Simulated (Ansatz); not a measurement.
Mulliken charges of H$_{6}$N$_{2}$Sn, SMILES `[NH2][SnH2][NH2]` from ωB97M-V/def2-TZVPP in Ansatz (PBE0-D4/def2-TZVP geometry).

```
atom   x (Å)   y (Å)   z (Å)  charge (e)
  N1  -1.100   0.202  -1.246      -0.517
 Sn2   0.588   0.295  -0.140       0.825
  N3   0.056  -0.764   1.497      -0.517
  H4  -1.000   0.534  -2.196       0.103
  H5  -1.887   0.681  -0.828       0.118
  H6   1.035   1.841   0.453      -0.117
  H7   1.811  -0.385  -1.131      -0.117
  H8  -0.123  -1.742   1.307       0.118
  H9   0.710  -0.709   2.267       0.103
```

Problem. By hand: the dipole of these point charges (1 e Å = 4.8032 D).

Solution. Σ q r = (0.425, 0.220, -0.102) e Å, of length 0.489 e Å = 2.35 D.

Problem. How does the dipole of the full density compare? (Estimate.)

Solution. The calculation gave: (0.185, 0.096, -0.045) e Å, 1.02 D; the point charges give 2.30 times that, at 0° from its direction.

Point charges leave out the atoms' own dipoles, such as those of lone pairs, and Mulliken's split depends on the basis, so the two needn't agree.
